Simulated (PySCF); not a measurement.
# (GaP)14 cage of four- and six-membered rings (Ga14P14): Orbital levels and atomic charges

System: (GaP)14 cage of four- and six-membered rings (Ga14P14).

Cartesian coordinates (Å):
```
  1 Ga    1.071    0.000   -4.555
  2 P     1.380    2.302   -3.758
  3 Ga   -0.974    1.668   -3.354
  4 P    -1.380    0.000   -5.028
  5 Ga   -0.974   -1.668   -3.354
  6 P     1.380   -2.302   -3.759
  7 Ga    1.895   -1.845   -1.469
  8 P     3.326    0.000   -0.757
  9 Ga    1.895    1.845   -1.469
 10 P     1.300    3.831   -0.301
 11 Ga   -1.058    3.226   -0.116
 12 P    -2.617    2.192   -1.658
 13 Ga   -2.510    0.001   -0.592
 14 P    -2.618   -2.191   -1.659
 15 Ga   -1.059   -3.225   -0.116
 16 P     1.300   -3.831   -0.302
 17 Ga    0.981   -3.031    1.975
 18 P    -1.356   -3.725    2.284
 19 P     2.562   -1.820    3.252
 20 Ga    2.843    0.000    1.613
 21 P     2.562    1.820    3.252
 22 Ga    0.981    3.031    1.976
 23 P    -1.356    3.725    2.284
 24 Ga    1.018    0.000    3.896
 25 P    -3.450    0.000    1.581
 26 Ga   -1.945   -1.488    2.764
 27 P    -1.251    0.000    4.605
 28 Ga   -1.945    1.488    2.764
```

Method: PBE/def2-SVP, gas phase, PySCF, fitting set def2-universal-JFIT, grid level 1.

The gap is small, so a closed-shell solution may not be the true ground state; the numbers describe that solution. Spin-orbit coupling is left out, which matters for the heavier atoms here.

Question: Give the orbital energies near the gap.

Answer: 
```json
{"orbital": "HOMO-4", "eV": "-6.10"}
{"orbital": "HOMO-3", "eV": "-5.93"}
{"orbital": "HOMO-2", "eV": "-5.93"}
{"orbital": "HOMO-1", "eV": "-5.71"}
{"orbital": "HOMO", "eV": "-5.61"}
{"orbital": "LUMO", "eV": "-4.34"}
{"orbital": "LUMO+1", "eV": "-3.56"}
{"orbital": "LUMO+2", "eV": "-3.44"}
{"orbital": "LUMO+3", "eV": "-3.26"}
```

Question: Give the partial charges of the non-hydrogen atoms.

Answer: 
```
atom  Mulliken    IAO  Hirshfeld
 Ga1      0.29   0.20       0.16
  P2     -0.23  -0.17      -0.15
 Ga3      0.20   0.18       0.15
  P4     -0.23  -0.22      -0.19
 Ga5      0.20   0.18       0.15
  P6     -0.23  -0.17      -0.15
 Ga7      0.26   0.16       0.15
  P8     -0.27  -0.17      -0.15
 Ga9      0.26   0.16       0.15
 P10     -0.24  -0.19      -0.17
Ga11      0.23   0.19       0.17
 P12     -0.24  -0.15      -0.13
Ga13      0.23   0.15       0.16
 P14     -0.24  -0.15      -0.13
Ga15      0.23   0.19       0.17
 P16     -0.24  -0.19      -0.17
Ga17      0.23   0.18       0.15
 P18     -0.22  -0.18      -0.15
 P19     -0.23  -0.18      -0.16
Ga20      0.23   0.19       0.17
 P21     -0.23  -0.18      -0.16
Ga22      0.23   0.18       0.15
 P23     -0.22  -0.18      -0.15
Ga24      0.23   0.18       0.16
 P25     -0.23  -0.19      -0.17
Ga26      0.23   0.18       0.15
 P27     -0.23  -0.19      -0.16
Ga28      0.23   0.18       0.15
```
